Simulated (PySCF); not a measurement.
A structure optimised at B3LYP-D3(BJ)/def2-SVP, used in a PySCF frequency run:

```xyz
16

C      0.2850     0.6409     1.4035
C      0.3270     0.0331     0.2072
C      1.6031    -0.4299    -0.4654
C      2.9028    -0.1783     0.2944
Si    -1.2926    -0.2739    -0.6990
O     -2.5825     0.4415     0.0912
H      1.1822     0.8552     1.9936
H     -0.6686     0.9436     1.8473
H      1.6607     0.0449    -1.4632
H      1.5073    -1.5115    -0.6808
H      3.7663    -0.5521    -0.2770
H      3.0612     0.8967     0.4759
H      2.9026    -0.6859     1.2722
H     -1.1565     0.2385    -2.0999
H     -1.6080    -1.7268    -0.7530
H     -2.5979     1.4055     0.1031
```

Task: Write its SMILES and formula.

Result: C=C(CC)[SiH2]O, C₄H₁₀OSi

Task: What are its rotational constants (standard atomic weights)?

Result: 6.6016, 1.4444, 1.2260 GHz
